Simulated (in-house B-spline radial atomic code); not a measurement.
A fraction x of an electron is removed from 4d in Sm3+, starting from [Xe] 4f5 and keeping the highest spin. Method: scalar-relativistic (X2C) LDA VWN5, spin-polarised, spherical fractional occupations, Fermi nucleus of rms radius 5.0819 fm. Calculated with a radial B-spline atomic code at the basis-set limit.

```
   x  E(x) - E(0) (eV)  4d down level (eV)
   0            0.0000            -157.205
0.09           14.2324            -159.075
0.17                 ?                   ?
0.36           57.9513            -164.796
0.43           69.5398            -166.306
 0.5           81.2344            -167.826
0.62          101.5309            -170.455
0.74          122.1446            -173.112
0.82                 ?                   ?
0.88          146.5992            -176.246
   1          167.9113            -178.960
```

Q: What belongs in the row x = 0.17?

A: An energy change of 27.0254 eV; 4d down at -160.752 eV.

Q: What belongs in the row x = 0.82?

A: An energy change of 136.0649 eV; 4d down at -174.898 eV.

Q: Check Janak's theorem between x = 0.36 and 0.43.

A: The slope of the energy is 165.55 eV; the orbital levels give 165.55 eV (-ε of the emptying orbital, averaged over the two points).
